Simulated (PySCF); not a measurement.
C3H7F3GeSi: core ionisation energies

Compound: C3H7F3GeSi.
Structure used (PBE0-D3(BJ)/def2-SVP), in Å, numbered top down from 1:
```
atom  x, y, z in Å
F1    -2.0604   -0.8530    1.4312
C2    -2.7046   -0.5902    0.3154
F3    -3.9121   -1.0828    0.3278
C4    -2.1467    0.1025   -0.6811
F5    -2.8975    0.3165   -1.7750
Si6   -0.3892    0.7949   -0.6476
C7     0.8493   -0.5185   -0.1531
Ge8    2.7149    0.0850   -0.1574
H9    -0.3247    1.9399    0.3111
H10   -0.1406    1.2977   -2.0295
H11    0.7584   -1.3791   -0.8360
H12    0.6071   -0.8779    0.8603
H13    3.6422   -1.0692    0.2647
H14    3.1056    0.5594   -1.5698
H15    2.8841    1.2573    0.8273
```

Computed, not measured: delta-SCF UKS SCAN, pcX-2 on the ionised atom, pcseg-1 elsewhere, spin-free X2C in PySCF. Binding energies are ΔSCF values: E(core-ionised, relaxed orbitals) − E(ground state) at a fixed geometry, referred to the vacuum level.

Question: What binding energy does each computed site have?

Answer: 
```tsv
atom(s)	bonded to	level	binding energy (eV)	2p1/2 (eV)	above the level's lowest (eV)	count
F1	C	F 1s	694.38	–	+1.25	1
C2	2 F and C (double bond)	C 1s	295.31	–	+5.11	1
F3	C	F 1s	694.28	–	+1.15	1
C4	F, C (double bond) and Si	C 1s	292.57	–	+2.37	1
F5	C	F 1s	693.13	–	0.00	1
Si6	2 C and 2 H	Si 2p3/2	106.98	107.60	0.00	1
Si6	2 C and 2 H	Si 1s	1846.78	–	0.00	1
C7	2 H, Ge and Si	C 1s	290.20	–	0.00	1
```

Lowest listed C 1s: C7, bonded to 2 H, Ge and Si. Highest, 5.11 eV above it: C2, bonded to 2 F and C (double bond). Summing the Pauling electronegativity differences to the bonded atoms, each weighted by its formal bond order, gives -1.89 for the lowest site and +2.86 for the highest; no listed site has a larger sum than the highest.

Lowest listed F 1s: F5, bonded to C. Highest, 1.25 eV above it: F1, bonded to C. Summing the Pauling electronegativity differences to the bonded atoms, each weighted by its formal bond order, gives -1.43 for the lowest site and -1.43 for the highest; the sum is the same at every site.

Question: What is the F 1s shift of F1 against F3?

Answer: 694.38 − 694.28 = +0.10 eV, or +10 kJ/mol.

Question: Give the binding energy of Si 2p3/2 of Si6 in hartree and in kJ/mol.

Answer: 106.98 eV = 3.9314 Eh = 10322 kJ/mol.

For 2p shells one spin-free hole was relaxed; a mean-field spin–orbit operator and the ground-state splitting of the three 2p orbitals were then diagonalised within the shell. The shell's mean is (2 × 2p3/2 + 2p1/2)/3, and the degeneracies 2j + 1 give areas of 2:1. 2p1/2 minus 2p3/2 (ligand field included): Si 0.62 eV. No level of germanium is listed. The structure is a single PBE0-D3(BJ)/def2-SVP conformer in the gas phase; no vibrational or solvent corrections.
